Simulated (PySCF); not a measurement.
**Ga⁺: ionisation energy**

Ga⁺ [Ar] 3d10 4s2 → Ga²⁺ [Ar] 3d10 4s1 [4s1/2^1, M_J = 1/2], as a difference of total energies. All numbers are calculated (PySCF 2.14, the two-component X2C-1e Hamiltonian, in x2c-SVPall-2c (5s6p3d, 38 functions)). Correlated levels: [Ne] frozen; the 6 highest virtual spinors dropped. "Screened" scales the spin-orbit matrix elements by Boettger's factors to mimic the two-electron term; Breit and QED terms are absent.

```
                    method  ionisation energy (eV)
 GHF (screened spin-orbit)                  18.756
GMP2 (screened spin-orbit)                  19.695
```

Q: How much does correlation contribute at GMP2 (screened spin-orbit)?

A: 19.695 − (18.756) = 0.939 eV, measured against GHF (screened spin-orbit).

Errors of the correlated levels include the incompleteness of this basis and the frozen core.

MP2 underrates the near-degeneracy of ns² with np² in the lower species.

For comparison: 20.515 eV (measured; NIST Atomic Spectra Database, ionization energies).
